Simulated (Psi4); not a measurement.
CH4Al (SMILES [CH3][AlH+]), charge +1, singlet, at a GFN2-xTB geometry (such geometries of metal compounds can be far from the true shape). Base run: HF/6-311G** (Psi4).

Psi4 was given this input:
```
memory 2 GB

molecule mol {
1 1
  Al   -0.403728   -0.559691   -0.273048
  C     0.653430    0.901153    0.443304
  H     0.440377    1.046895    1.516060
  H     0.411663    1.835111   -0.092178
  H     1.731224    0.697434    0.323739
  H    -1.255377   -1.710379   -0.857814
}

set basis 6-311g**
set reference rhf
set stability_analysis check
set scf_type pk

energy('scf')
print_variables()
```

The bond that is stretched is that between atoms 4 and 2. A test that says stable can miss a lower solution.

Each row names what was changed in the base input (with any setting that the change needs).

```csv
change,ΔE vs base (eV),<S^2>
base,0.00,0.000
stability_analysis = follow; reference = uhf,0.00,0.000
bond × 1.25,0.93,0.000
stability_analysis = follow; reference = uhf; bond × 1.25,0.93,0.000
bond × 1.5,2.37,0.000
stability_analysis = follow; reference = uhf; bond × 1.5,2.37,0.000
bond × 1.8,4.00,0.000
stability_analysis = follow; reference = uhf; bond × 1.8,3.42,0.632
bond × 2.2,5.71,0.000
stability_analysis = follow; reference = uhf; bond × 2.2,3.80,0.906
bond × 3.0,7.81,0.000
stability_analysis = follow; reference = uhf; bond × 3.0,3.91,1.004
```

Psi4 reported an instability in these rows: stability_analysis = follow; reference = uhf; bond × 1.8; stability_analysis = follow; reference = uhf; bond × 2.2; stability_analysis = follow; reference = uhf; bond × 3.0 (restricted rows aren't judged here).

Where a bond breaks into two radicals, a solution with restricted orbitals usually stops being the lowest and lies too high; an unrestricted one lies lower at the price of spin contamination, which <S^2> shows.
